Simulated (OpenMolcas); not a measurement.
**Co2+: ligand-field states by method**

Co2+ with its 6 nearest oxide ions at 2.118 Å, on the Mg site of MgO (a = 4.2112 Å, distance in the model lattice 2.106 Å). The rest of the host is ab initio model potentials to 7.6 Å, with orthogonalisation functions on the cations behind the ligands, and point charges beyond; the distance is set by hand and nothing relaxes. Ligand basis ANO-RCC-VDZP.
```
Co    0.0000    0.0000    0.0000
O     2.1180    0.0000    0.0000
O     0.0000    2.1180    0.0000
O    -2.1180    0.0000    0.0000
O     0.0000   -2.1180    0.0000
O     0.0000    0.0000    2.1180
O     0.0000    0.0000   -2.1180
```

* Program: OpenMolcas
* Basis: ANO-RCC-VTZP [6s5p3d2f1g]
* Scalar Hamiltonian: DKH2, point nucleus
* Active space: 7 electrons in 5 orbitals (3d)
* State averaging: 2S+1 = 4 even, 10 roots; 2S+1 = 2 even, 40 roots
* Spin-orbit coupling: RASSI with atomic mean-field integrals over the reference wave functions

I. CASSCF
II. SS-CASPT2, IPEA 0.25 Eh, imaginary shift 0.1 Eh (closed shells correlated: 3s 3p and the ligand valence shells)

Spin-free states (labels of O, the rotations of Oh) in cm-1, each column counted from its own energy of the first state listed:

```tsv
State	Degeneracy	I	II
4T1	3	0	0
4T2	3	7351	9750
2E	2	13327	9030
4A2	1	15958	20300
2T1	3	19604	15760
2T2	3	19888	16460
4T1	3	24007	22070
2A1	1	25222	22760
2T1	3	25402	19360
2T2	3	28769	25390
2T1	3	29793	27870
2E	2	31931	28890
2T2	3	35271	32460
2T1	3	36149	34950
2E	2	36393	36100
2T2	3	46349	37990
2T1	3	47963	41760
2A2	1	48646	41640
2E	2	71733	61310
2T2	3	71916	61040
```

From I to II, I's first state of the same spin (4T2) moves from 7351 to 9750 cm-1, by about +2400 cm-1.

From I to II, I's first state of another spin (2E) moves from 13327 to 9030 cm-1, by about -4300 cm-1.

I: A least-squares ligand-field fit to the states below 45000 cm-1, each weighted by its degeneracy and with a free common offset, gives 10Dq = 8380 cm-1, B = 1188 cm-1 and C = 4380 cm-1 (C/B = 3.69), with an rms deviation of 79 cm-1. The same method and metal basis give the free ion B = 1229 cm-1 (fit to its terms below 60000 cm-1, rms deviation 20 cm-1), so the nephelauxetic ratio is β = 1188 / 1229 = 0.97; it hangs on how both fits weigh the states, and computed free-ion B values tend to be too large, so β mixes covalency with correlation.

χT at 300 K: I 3.50, II 3.44 cm3 K/mol.

Roots that are degenerate in the reference are averaged as groups; the widest CASPT2 spread within a group is 140 cm-1 (the 2-fold group of multiplicity 2 near 28900 cm-1 above the lowest state of its run, II). Shifts and gaps below about the spread of the groups concerned are not significant. Over all roots computed the reference weight is 0.69 to 0.71 in II; a low but even weight reflects the number of correlated electrons. An orbital triplet at a regular site is open to Jahn-Teller coupling, which can distort the site and quench the lowest spin-orbit gaps and is left out. Ligand-to-metal charge-transfer states are missing. Without dynamic correlation the repulsion within the d shell is too large (B by tens of per cent), so at a given field states of lower spin stand too high (holds for I). With no ligand orbital active B as a rule stays too high, so bands that hang on it stand too high and its fall with covalency is understated (holds for I). With metal d orbitals alone and no dynamic correlation 10Dq can be off by a tenth to a fifth, either way, in oxide and fluoride hosts (holds for I). A single d shell leaves out the double-shell effect, which counts most for late 3d ions, where the CASPT2 field can be off either way by tens of per cent (holds for II). These CASPT2 states fit no ligand-field parameters well, so their order and spin gaps are uncertain (holds for II). For late 3d ions with one d shell CASPT2 can put B and the spin-flip bands somewhat low as well as high (holds for II). With one d shell and no ligand orbital active, 10Dq can be off by tens of per cent for divalent 3d ions, low with halides held by bare charges and at times high in hosts (holds for II). Free-ion shares, where given, are those of the reference states; single-state CASPT2 does not remix them (holds for II). No measured value stands beside these numbers; the geometry was set by hand and not optimised.
